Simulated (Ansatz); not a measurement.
C4H12B2S, singlet, geometry from GFN2-xTB, with bond 14-6 at 1.8 times its length; Ansatz (a quantum-chemistry and plane-wave program) with CASSCF(6,5)/STO-3G.

Here is a job for Ansatz.
Ansatz 0.2 input:
```yaml
crystal:
  periodic: [false, false, false]
  atoms:
    - {symbol: B, position_ang: [1.51783529, -0.15516864, 0.01024038]}
    - {symbol: C, position_ang: [1.47472863, -1.66360975, 0.47508772]}
    - {symbol: C, position_ang: [2.92102911, 0.52763307, -0.24321477]}
    - {symbol: S, position_ang: [0.08366461, 0.90836869, -0.25918929]}
    - {symbol: B, position_ang: [-1.52092682, 0.12160313, -0.00066296]}
    - {symbol: C, position_ang: [-2.77465097, 1.06163299, -0.21025830]}
    - {symbol: C, position_ang: [-1.75585679, -1.38867270, 0.39583498]}
    - {symbol: H, position_ang: [2.47390642, -2.07641782, 0.59781854]}
    - {symbol: H, position_ang: [0.95601763, -1.78579703, 1.42468810]}
    - {symbol: H, position_ang: [0.95260135, -2.29536627, -0.24208328]}
    - {symbol: H, position_ang: [2.84991753, 1.56238271, -0.56887643]}
    - {symbol: H, position_ang: [3.53007408, 0.50641103, 0.66050573]}
    - {symbol: H, position_ang: [3.48901213, -0.01899447, -0.99586053]}
    - {symbol: H, position_ang: [-3.88206904, 1.12216704, 1.40798103]}
    - {symbol: H, position_ang: [-3.42138432, 0.67366231, -0.99722183]}
    - {symbol: H, position_ang: [-2.51405370, 2.08417930, -0.47161498]}
    - {symbol: H, position_ang: [-1.31166702, -2.07558207, -0.32290189]}
    - {symbol: H, position_ang: [-2.81516968, -1.62876711, 0.45940003]}
    - {symbol: H, position_ang: [-1.31404723, -1.62894681, 1.36182675]}
basis:
  gaussian:
    orbitals: STO-3G
hamiltonian:
  xc: hf
magnetization: {spin_polarized: false}
correlation: {active_space: {window: {electrons: 6, orbitals: 5}}}
```

What the program printed (banner, timings and long lists left out):

```
Functional definition: HF
672 factors; integrals over basis functions are off by at most 1.1e-4 eV
mean field evaluation 1: about -16281.5015 eV, gradient 2.3e1 eV
mean field evaluation 2: about -16281.7558 eV, gradient 2.2e1 eV
mean field evaluation 4: about -16284.0867 eV, gradient 2.6e0 eV
mean field evaluation 8: about -16284.1151 eV, gradient 2.1e-4 eV
mean field -16284.11508794 eV, -598.4301917121 hartree, gradient 1.8e-6 eV, S^2 0.000000; 0 other end points of the search recorded, 0 dependent functions left out
reference -16284.11508794 eV, -598.4301917121 hartree; 31, 31 occupied and 20, 20 virtual orbitals, 672 factors
state -16286.95070776 eV, -598.5343988183 hartree
2 active orbitals were swapped for others, from the solution at -16286.74209288 eV, -598.5267323630 hartree to that at -16286.82874922 eV, -598.5299169250 hartree; typed "places" are swapped only where nearly empty or full, and so, without "given_window_search", are "orbital_numbers", "shells" and a window whose orbitals a file names under [Active]
2 active orbitals were swapped for others, from the solution at -16286.82874922 eV, -598.5299169250 hartree to that at -16286.86490731 eV, -598.5312457103 hartree; typed "places" are swapped only where nearly empty or full, and so, without "given_window_search", are "orbital_numbers", "shells" and a window whose orbitals a file names under [Active]
2 active orbitals were swapped for others, from the solution at -16286.86490731 eV, -598.5312457103 hartree to that at -16286.95070776 eV, -598.5343988183 hartree; typed "places" are swapped only where nearly empty or full, and so, without "given_window_search", are "orbital_numbers", "shells" and a window whose orbitals a file names under [Active]
Total energy: -16286.95070776 eV, -598.5343988183 hartree
```
